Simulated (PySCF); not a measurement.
H₁₂N₄Zn (SMILES [NH3]->[Zn+2](<-[NH3])(<-[NH3])<-[NH3]), charge +2, singlet, at a GFN2-xTB geometry (such geometries of metal compounds can be far from the true shape). Base run: SVWN5/6-31G run with PySCF.

Here is a job for PySCF.
```python
from pyscf import gto, scf, dft

mol = gto.M(
    atom='''
Zn    0.00000000   -0.00000000    0.00000000
N    -1.53567250   -0.90701452    1.02316825
H    -1.28458859   -1.19587345    1.97191899
H    -1.88481727   -1.75705256    0.57356415
H    -2.36073738   -0.31334349    1.13907004
N    -0.67437130    0.61833595   -1.84139149
H     0.05295694    1.03499625   -2.42790527
H    -1.41112412    1.32653274   -1.79381863
H    -1.07032581   -0.13482610   -2.40935059
N     0.66804094    1.62596606    1.06667441
H     1.06679797    1.38554945    1.97760979
H    -0.06239770    2.31203602    1.27253355
H     1.40129632    2.15771587    0.59108080
N     1.54200285   -1.33728749   -0.24845116
H     1.89464507   -1.72719605    0.62917368
H     2.36426521   -0.93737986   -0.70732924
H     1.29402935   -2.15115882   -0.81654727
''',
    basis='6-31g',
    charge=2,
    verbose=4,
)

mf = dft.RKS(mol)
mf.xc = 'lda,vwn'
mf.kernel()
```

The base run was repeated with changes; each row names its change, and settings that it needs were set with it.

```
change                                       E (Eh)  HOMO (eV)  HOMO-LUMO gap (eV)  core-seconds (rough)
--------------------------------------  -----------  ---------  ------------------  --------------------
base                                    -2000.03102     -16.16                6.98                     9
functional = b3lyp; dispersion = d4               ?          ?                   ?                    20
functional = hse06                      -2004.32421     -17.62                9.02                    70
functional = pbe                        -2004.25052     -16.11                7.00                    20
functional = camb3lyp                   -2004.81533     -19.47               12.13                    60
functional = mn12l                      -2003.94644     -16.31                7.42                    20
functional = m06l                       -2004.73665     -16.51                8.05                    20
functional = blyp; dispersion = d3zero            ?          ?                   ?                    20
functional = pw6b95                     -2005.97814     -18.23                9.94                    30
functional = o3lyp                                ?          ?                   ?                    10
functional = wb97x                      -2004.80493     -20.52               14.45                    60
functional = lc_wpbe                    -2004.46312     -20.80               14.92                    60
functional = m06                                  ?          ?                   ?                    20
```

Question: Complete the blanks.

Answer: 
- functional = b3lyp; dispersion = d4, E (Eh): -2004.88111
- functional = b3lyp; dispersion = d4, HOMO (eV): -17.72
- functional = b3lyp; dispersion = d4, HOMO-LUMO gap (eV): 9.14
- functional = blyp; dispersion = d3zero, E (Eh): -2004.80582
- functional = blyp; dispersion = d3zero, HOMO (eV): -16.02
- functional = blyp; dispersion = d3zero, HOMO-LUMO gap (eV): 6.89
- functional = o3lyp, E (Eh): -2005.09683
- functional = o3lyp, HOMO (eV): -17.10
- functional = o3lyp, HOMO-LUMO gap (eV): 8.31
- functional = m06, E (Eh): -2004.64645
- functional = m06, HOMO (eV): -18.12
- functional = m06, HOMO-LUMO gap (eV): 9.69

Absolute energies of different levels of theory aren't comparable as measures of quality.
